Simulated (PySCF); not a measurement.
**Spinor energies of Ca⁺ (calcium, charge +1)**

Start: [Ar] 4s1; 4s1/2 filled at m_j = +1/2. Calculated with PySCF 2.14 in x2c-TZVPall-2c: generalised Hartree-Fock with the X2C-1e Hamiltonian and a Gaussian nucleus; one run each with spin-orbit coupling (SO) switched off, then screened by Boettger's factors. This is a chosen level, not necessarily the ground level.

```tsv
spinor shell	electrons	ε, spin-free (eV)	ε, screened SO (eV)	weight of nominal j (screened SO)	rms radius, screened SO (bohr)
1s1/2	2	-4091.4	-4091.4	1.000	0.0888
2s1/2	2	-468.25	-468.24	1.000	0.393
2p1/2	2	-377.74	-380.31	1.000	0.361
3s1/2	2	-68.109	-68.109	1.000	1.24
3p1/2	2	-43.032	-43.326	0.982	1.37
3p3/2	4	-43.032	-42.887	0.991	1.38
4s1/2	1	-11.380	-11.380	1.000	3.95
```

Problem. Where does 2p3/2 lie, and what is the 2p spin-orbit splitting (screened SO)?

Solution. At -376.48 eV, 3.836 eV above 2p1/2.

```csv
quantity,spin-free,screened SO
E (hartree),-679.42950,-679.43286
M_J,1/2,1/2
⟨J²⟩,0.750,0.750
⟨L²⟩,0.000,0.000
⟨S²⟩,0.750,0.750
```

Each row is a mean over spinors that exchange with the open shell spreads, by up to 0.314 eV (3s1/2).

Without spin-orbit coupling the j labels of p, d and f shells carry no meaning; the spin-free column gives the mean over the occupied spinors of each nl shell.
